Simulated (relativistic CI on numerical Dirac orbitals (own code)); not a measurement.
**Hyperfine structure of Pt, mass number 195**

Method of calculation: Dirac-Coulomb-Breit CI, KLI orbitals optimised for each configuration, a model potential for QED, valence Slater integrals scaled by 0.85, P86 correlation energy added to each configuration (own radial code, finite nucleus).

Configurations in the expansion (outside the closed core [Xe] 4f14): 5d9 6s, 5d8 6s2, 5d10, 5d8 6s 6p, 5d9 6p, 5d9 6d, 5d9 7s, 5d7 6s2 6p, 5d9 7p, 5d9 8s, 5d9 8p, 5d9 7d, 5d9 5f, 5d9 8d, 5d9 6f. Double excitations out of closed p, d and f shells are left out; levels of such configurations are missing from the list, as are those of other unlisted configurations, and high levels can miss mixing partners.

Nuclear spin I = 1/2, μ = 0.6073 μN (tables of Stone and Pyykkö). The electronic factors are computed for point nuclear moments, without core polarisation; leaving it out makes A of s and p electrons in near-neutral atoms 20 to 40 % too small, and it can dominate for d and f shells.

```tsv
Level	E (cm⁻¹)	A (MHz)
5d9 6s 3D_3	0.0	6071
5d8 6s2 3F_4	4194.0	875.5
5d9 6s 3D_1	9481.1	-5322
5d8 6s2 3F_3	12815.9	1306
5d8 6s2 3P_2	18934.9	1193
5d8 6s2 3P_1	23131.5	-251
5d8 6s 6p 5D°_4	24970.2	4816
5d8 6s2 1G_4	25302.1	1424
```

Levels with J = 0, under 50 % of one LS term, or S terms without an open s electron are left out. Small factors come from cancelling terms and can be off by tens of per cent or more.

For a near-neutral ion this model can misplace configurations by up to about 10,000 cm⁻¹ (more where the count of f electrons changes) and terms by 10 to 25 % of their spread. Rates follow the energies as ν³ (E1, M1) or ν⁵ (E2), so they and the lifetimes can be off by large factors. The fine structure of a lone outer electron comes out too small, for d and f at times inverted, and misplaced configurations move strength between like terms. 11 of the 30 excited levels that our extract of the measured tables holds in this range could be paired (the sources list more); they are missed by 3595 cm⁻¹ on average and 6366 at most, and levels without a partner can miss by more. Some levels of the ground configuration have no partner and can miss by 10 % or more.

(1) Give the hyperfine levels of 5d9 6s 3D_3 relative to its centre of gravity.

## Answers

(1) With K = F(F + 1) − I(I + 1) − J(J + 1), E = AK/2: F = 5/2: -12140, F = 7/2: 9107 MHz.

LS names give the leading component of a level, which can be under half, so a name can repeat, a term be missing and a line seem to break the LS rules.
